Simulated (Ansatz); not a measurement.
The cluster In5P5. Total charge 0; singlet. Geometry PBE-D4/def2-SVP; atoms count from 1.

Cartesian coordinates in Å:
```
In -3.2265 2.0076 -0.0747
In -1.4764 -2.6508 0.5798
In -0.0369 2.3420 -0.6271
In 2.7826 1.1080 1.5490
In 0.4092 -1.2405 -2.6936
P 0.5583 -0.9000 1.8844
P 1.8127 -1.3071 0.1136
P -1.1824 0.2804 1.2296
P 1.9041 0.5284 -1.0806
P -1.5447 -0.1679 -0.8804
```

In the def2 sets In takes a core potential; there is no spin–orbit coupling. The restricted singlet is unstable towards broken spin symmetry in Hartree–Fock (as tested in another run); at PBE0-D4/def2-TZVP this wasn't settled. The structure comes from a short search, and lower isomers may exist.

(1) Estimate the Mulliken populations from the PBE0/def2-TZVP orbitals of Ansatz.

(2) And the Mayer bond orders between bonded heavy atoms (over 0.3)?

Results:

(1) 
| atom | charge (e) |
| --- | --- |
| In1 | 0.36 |
| In2 | 0.28 |
| In3 | 0.14 |
| In4 | 0.26 |
| In5 | 0.25 |
| P6 | -0.16 |
| P7 | -0.15 |
| P8 | -0.18 |
| P9 | -0.36 |
| P10 | -0.43 |
Mulliken values and Mayer orders depend strongly on the basis.

(2) In1–P10 0.49 (2.87 Å); In2–P6 0.33 (2.98 Å); In2–P10 0.41 (2.88 Å); In3–P9 0.67 (2.69 Å); In3–P10 0.34 (2.94 Å); In4–P6 0.32 (3.02 Å); In4–P7 0.31 (2.97 Å); In4–P9 0.47 (2.83 Å); In5–P9 0.44 (2.82 Å); In5–P10 0.42 (2.87 Å); P6–P7 1.12 (2.21 Å); P6–P8 1.09 (2.20 Å); P7–P9 1.16 (2.19 Å); P8–P10 1.14 (2.19 Å).
